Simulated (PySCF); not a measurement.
# Electron correlation in Zr(3+) (zirconium, charge +3)

[Kr] 4d1, 2D determinant. All numbers are calculated (PySCF 2.14, scalar relativity through the core potential, in def2-TZVPPD with the def2 core potential (28 electrons) (6s4p3d2f1g, 56 functions)). Frozen: nothing; 9 electrons correlated.

| level | correlation energy (mhartree) |
| --- | --- |
| CCSD | -188.25 |
| (T) | -3.36 |
| CCSD(T) | -191.61 |

Diagnostics: T1 = 0.0034, D1 = 0.0076, largest double amplitude 0.033.

Is a single reference adequate?

Yes, within this model without spin-orbit coupling: T1 lies below 0.03 and no double amplitude reaches 0.07.

The basis has no tight functions for the innermost shells, so their pair energies are far from complete.

This basis was not built for core-valence correlation, so the inner-shell part is incomplete.
